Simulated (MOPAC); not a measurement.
Input file for MOPAC: PM7 on AlAs+, 2S+1 = 4, a spin state set in the input, which need not be the lowest, a point of a bond scan (R = 2.525 Å). Charge +1.

```
PM7 1SCF PRECISE CHARGE=1 UHF MS=1.5 THREADS=1
AlAs

Al     0.00000000 1     0.00000000 1     0.00000000 1
As     0.00000000 1     0.00000000 1     2.52483900 1
```

The log:

```
*******************************************************************************
 **                                                                           **
 **                              MOPAC v23.2.5                                **
 **                                                                           **
 *******************************************************************************
 ** MOPAC's Digital Object Identifier: https://doi.org/10.5281/zenodo.6511958 **
 **                                                                           **
 ** Please cite the open-source release paper for use of this MOPAC version:  **
 ** J. E. Moussa and J. J. P. Stewart (2026)                                  **
 ** MOPAC: An open-source semiempirical molecular orbital program             **
 ** J. Open Source Softw., 11(119), 8025, https://doi.org/10.21105/joss.08025 **
 *******************************************************************************

                              PM7 CALCULATION RESULTS

 *******************************************************************************
 *  PM7        - The PM7 Hamiltonian to be used
 *  UHF        - UNRESTRICTED HARTREE-FOCK CALCULATION
 *
 *
 *
 *                 CHARGE ON SYSTEM = +1
 *
 *
 *
 *  MS=        - IN MECI, MAGNETIC COMPONENT OF SPIN =  1.5
 *  PRECISE    - TIGHTER CRITERIA TO BE USED
 *  1SCF       - DO 1 SCF AND THEN STOP
 *  THREADS=1  - MULTI-THREADING NOT USED
 *  T=         - A TIME OF 172800.0 SECONDS REQUESTED
 *  DUMP=N     - RESTART FILE WRITTEN EVERY 7200.0 SECONDS REQUESTED
 *******************************************************************************
PM7 1SCF PRECISE CHARGE=1 UHF MS=1.5 THREADS=1
 AlAs

   ATOM   CHEMICAL          X               Y               Z
  NUMBER   SYMBOL      (ANGSTROMS)     (ANGSTROMS)     (ANGSTROMS)

     1      Al          0.00000000  *   0.00000000  *   0.00000000  *
     2      As          0.00000000  *   0.00000000  *   2.52483900  *



          CARTESIAN COORDINATES

    NO.       ATOM           X           Y           Z

     1        Al          0.0000      0.0000      0.0000
     2        As          0.0000      0.0000      2.5248

 General Reference for PM7:
 "Optimization of Parameters for Semiempirical Methods VI: More Modifications to the
 NDDO Approximations and Re-optimization of Parameters", J. J. P. Stewart, J. Mol. Mod., 1:32, 19 (2013)
 https://link.springer.com/article/10.1007/s00894-012-1667-x

           Empirical Formula: Al As  =     2 atoms



      MOLECULAR POINT GROUP   :   C*v


          UHF CALCULATION, NO. OF ALPHA ELECTRONS =    5
                           NO. OF BETA  ELECTRONS =    2

 -------------------------------------------------------------------------------
 PM7 1SCF PRECISE CHARGE=1 UHF MS=1.5 THREADS=1
 AlAs



     1SCF WAS SPECIFIED, SO BFGS WAS NOT USED
     SCF FIELD WAS ACHIEVED


                              PM7 CALCULATION
                                                       MOPAC v23.2.5 Linux




          FINAL HEAT OF FORMATION =        308.07656 KCAL/MOL =    1288.99231 KJ/MOL


          COSMO AREA              =        103.56 SQUARE ANGSTROMS
          COSMO VOLUME            =         91.57 CUBIC ANGSTROMS

          IONIZATION POTENTIAL    =         16.749265 EV
          ALPHA SOMO LUMO (EV)    =        -16.749 -8.287
          BETA  SOMO LUMO (EV)    =        -17.431 -7.543
          NO. OF ALPHA ELECTRONS  =          5
          NO. OF BETA  ELECTRONS  =          2
          MOLECULAR WEIGHT        =        101.9031         POINT GROUP:  C*v

          MOLECULAR DIMENSIONS (Angstroms)

            Atom       Atom       Distance
           As     2   Al     1     2.52484
           As     2   Al     1     0.00000
           Al     1   As     2     0.00000


          SCF CALCULATIONS        =          1





   ATOM   CHEMICAL          X               Y               Z
  NUMBER   SYMBOL      (ANGSTROMS)     (ANGSTROMS)     (ANGSTROMS)

     1      Al          0.00000000  *   0.00000000  *   0.00000000  *
     2      As          0.00000000  *   0.00000000  *   2.52483900  *

                             CARTESIAN COORDINATES

   1   Al        0.000000000     0.000000000     0.000000000
   2   As        0.000000000     0.000000000     2.524839000


           Empirical Formula: Al As  =     2 atoms



      MOLECULAR POINT GROUP   :   C*v


          ALPHA EIGENVALUES
 -21.83060 -18.21740 -17.27039 -16.74926 -16.74926  -8.28703  -8.28703  -8.24984
  -8.24455  -8.24455  -5.85683  -5.85683  -4.79570  11.86069  11.86069  12.10571
  12.10571  12.55217


           BETA EIGENVALUES
 -19.99171 -17.43124  -7.54272  -7.34167  -7.34167  -6.88931  -6.88931  -6.81234
  -6.72906  -6.72906  -4.94361  -4.94361  -4.12435  12.00575  12.00575  12.68223
  12.68223  12.84329


              NET ATOMIC CHARGES AND DIPOLE CONTRIBUTIONS

  ATOM NO.   TYPE          CHARGE      No. of ELECS.   s-Pop       p-Pop       d-Pop
    1         Al           0.442652        2.5573     1.99710     0.44193     0.11832
    2         As           0.557348        4.4427     1.59410     2.83111     0.01744
 DIPOLE           X         Y         Z       TOTAL
 POINT-CHG.     0.000     0.000    -2.157     2.157
 HYBRID         0.000    -0.000    -0.551     0.551
 SUM            0.000    -0.000    -2.708     2.708


          ATOMIC ORBITAL ELECTRON POPULATIONS

     Atom    s        px        py        pz      x^2-y^2     xz        z^2       yz        xy
    1 Al   1.99710   0.03755   0.03755   0.36684   0.00000   0.01981   0.07869   0.01981   0.00000
    2 As   1.59410   0.94076   0.94076   0.94960   0.00000   0.00188   0.01367   0.00188   0.00000


                    (SZ)    =    1.500000
                    (S**2)  =    3.758200


          ATOMIC ORBITAL SPIN POPULATIONS

    Atom   Total    s     px     py     pz   x^2-y^2  xz     z^2    yz     xy
         Atomic
    1 Al  0.1125  0.002  0.038  0.038 -0.012  0.000  0.020  0.008  0.020  0.000
    2 As  2.8875  0.246  0.941  0.941  0.760  0.000  0.002 -0.004  0.002  0.000

 **********************
 *                    *
 * JOB ENDED NORMALLY *
 *                    *
 **********************




 == MOPAC DONE ==
```

The run finished.

Cost: around 0.020 core-seconds (rough).
